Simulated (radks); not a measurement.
The scandium ion Sc4+, configuration [Ne] 3s2 3p5 (the NIST ground configuration).

All-electron calculation, scalar-relativistic Kohn-Sham, SCAN, spin-unpolarised, spherical densities, finite nucleus; meta-GGA in the generalised Kohn-Sham scheme; Fermi nuclear charge, rms radius 3.5459 fm. Program: a radial shooting solver on a logarithmic mesh with Libxc functionals.

Energy parts (hartree):
total: -759.99746
kinetic: 765.92573
electron-nucleus: -1771.50019
Hartree: 283.22416
exchange-correlation: -37.64715

Orbitals (lengths in bohr, moments of r in powers of bohr; r(max) is where P^2 peaks; r(90%) holds 90 % of the orbital's charge):
orbital,occ.,eigenvalue (hartree),<r^4>,r(90%),<r>,r(max)
1s,2,-164.3947,0.0001331,0.130,0.07306,0.04782
2s,2,-19.76513,0.03388,0.531,0.3420,0.2830
2p,6,-16.51728,0.02795,0.505,0.3068,0.2323
3s,2,-3.94967,2.325,1.53,1.034,0.9102
3p,5,-3.09102,3.096,1.65,1.090,0.9404

The highest occupied level is 3p at -84.111 eV. The electron density at the nucleus is 7291 e/bohr^3 (large components only). For comparison, the ionisation energy in NIST's Atomic Spectra Database is 91.95 eV (semi-empirical). In exact Kohn-Sham theory the highest level is minus the ionisation energy, but local and semilocal functionals leave it too shallow, through self-interaction and a potential that decays too fast; potentials with the right tail come closer. Summed over all electrons, <r^2> = 10.32 bohr^2, which gives a Langevin (diamagnetic) susceptibility term of -8.17 x 10^-6 cm^3/mol. The density falls to 0.001 e/bohr^3 at r = 2.58 bohr.

Beside tabulated values, note that spin-unpolarised runs miss the spin-polarisation part of the exchange energy of open shells.
